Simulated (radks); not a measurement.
Coulomb parameter of the 3d shell of neutral vanadium in the model configuration [Ar] 3d4 4s1, as a second difference U = [E(n + 0.25) + E(n - 0.25) - 2 E(n)] / (0.25)^2 with all orbitals relaxed. "Bare": the charge of the atom changes with n. "Screened": the 4s shell takes up the change at fixed total charge, which measures U(3d,3d) + U(4s,4s) - 2 U(3d,4s). Method: Dirac Kohn-Sham, LDA (Slater exchange, Perdew-Wang correlation), spin-unpolarised, spherical densities, point nucleus; open shells are shared between the two j in proportion to 2j + 1; computed with a radial shooting solver on a logarithmic mesh with Libxc functionals.

| case | configuration | E - E(n) (eV) |
|---|---|---|
| start | [Ar] 3d4 4s1 | 0.000 |
| bare +0.25 | [Ar] 3d4.25 4s1 | -0.425 |
| bare -0.25 | [Ar] 3d3.75 4s1 | 0.917 |
| screened +0.25 | [Ar] 3d4.25 4s0.75 | 0.395 |
| screened -0.25 | [Ar] 3d3.75 4s1.25 | -0.307 |

U(bare) = 7.874 eV, U(screened by 4s) = 1.394 eV. The step up makes a negative ion, whose loosely bound charge lowers the bare value.
